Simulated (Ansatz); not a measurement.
Stepwise reaction of `[F][Zr]([F])([SH])[SH]` with water, as a gas-phase model of exchange steps in deposition or etching. ΔE in kJ/mol; ΔG adds harmonic PBE0-D4 terms to CCSD(T)/CBS, at 1 bar.

Program: Ansatz. Geometries: PBE0-D4/def2-TZVP. ΔE: electronic, gas phase. CCSD(T)/CBS is the MP2 limit (def2-TZVPP, def2-QZVPP) plus CCSD(T) − MP2 in def2-TZVPP, frozen cores. This one scheme is used for every species. Functionals use def2-TZVPP. B3LYP here is the variant with VWN-RPA as its local correlation; programs differ in this. Elements past krypton have def2 core potentials. For Zr outer-core shells are correlated without core-valence functions, which leaves a few kJ/mol of doubt a bond. Each species was taken in one conformer, which may not be the lowest.

```json
{"step": "2", "reaction": "`[OH][Zr]([F])([F])[SH]` + H₂O → `[OH][Zr]([OH])([F])[F]` + H₂S", "PBE-D4": "-32.4", "B3LYP-D4": "-41.9", "ωB97M-V": "-43.0", "CCSD(T)/CBS": "-37.7", "ΔG(600 K)": "-43.5"}
```

Question: Give the row of step 1, `[F][Zr]([F])([SH])[SH]` + H₂O → `[OH][Zr]([F])([F])[SH]` + H₂S. (An estimate is asked.)

Answer: The calculation gave: 
| step | reaction | PBE-D4 | B3LYP-D4 | ωB97M-V | CCSD(T)/CBS | ΔG(600 K) |
| --- | --- | --- | --- | --- | --- | --- |
| 1 | `[F][Zr]([F])([SH])[SH]` + H₂O → `[OH][Zr]([F])([F])[SH]` + H₂S | -36.2 | -45.2 | -47.8 | -40.2 | -53.7 |

Question: By hand: ΔE of the 2 steps together at CCSD(T)/CBS.

Answer: (-40.2) + (-37.7) = -77.9 kJ/mol, or -39.0 kJ/mol a step.

In ΔE the steps differ by no more than 2.5 kJ/mol. All are downhill at CCSD(T)/CBS. ΔG lies between -53.7 and -43.5 kJ/mol a step. PBE-D4 differs from CCSD(T)/CBS by 4.0 to 5.3 kJ/mol a step. Isolated molecules leave out the surface, adducts and barriers. Largest T1 diagnostic: 0.018.
